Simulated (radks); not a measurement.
Results of a calculation; reference values are marked as such.
Problem. The mean radii <r> (bohr) of the occupied orbitals of an atom or ion are listed with their occupations. Level of theory: Dirac Kohn-Sham, Slater X-alpha with alpha = 0.819, spin-unpolarised, spherical densities, finite nucleus; Fermi nuclear charge, rms radius of each element as measured or else 0.836 A^(1/3) + 0.57 fm (a radial shooting solver on a logarithmic mesh with Libxc functionals).

| orbital | occ. | <r> |
|---|---|---|
| 1s1/2 | 2 | 0.01773 |
| 2s1/2 | 2 | 0.07419 |
| 2p1/2 | 2 | 0.06120 |
| 2p3/2 | 4 | 0.06939 |
| 3s1/2 | 2 | 0.1931 |
| 3p1/2 | 2 | 0.1831 |
| 3p3/2 | 4 | 0.1982 |
| 3d3/2 | 4 | 0.1729 |
| 3d5/2 | 6 | 0.1775 |
| 4s1/2 | 2 | 0.4307 |
| 4p1/2 | 2 | 0.4342 |
| 4p3/2 | 4 | 0.4677 |
| 4d3/2 | 4 | 0.4800 |
| 4d5/2 | 6 | 0.4912 |
| 5s1/2 | 2 | 0.9929 |
| 5p1/2 | 2 | 1.075 |
| 4f5/2 | 6 | 0.5437 |
| 4f7/2 | 8 | 0.5514 |
| 5p3/2 | 4 | 1.165 |
| 5d3/2 | 1.6 | 1.485 |
| 5d5/2 | 2.4 | 1.522 |

Name the element and its charge. Open shells, if any, are shared by 2j + 1.

Solution. Z = 76, osmium, charge +4: Os4+ in [Xe] 4f14 5d4. The 1s radius gives Z: for a bare nucleus <r> = (2 gamma + 1)/(2Z) with gamma = sqrt(1 - (Z/c)^2), 0.01753 bohr for Z = 76, and screening makes it slightly larger (0.01773 here). The occupations add up to 72, and the charge is Z minus that.
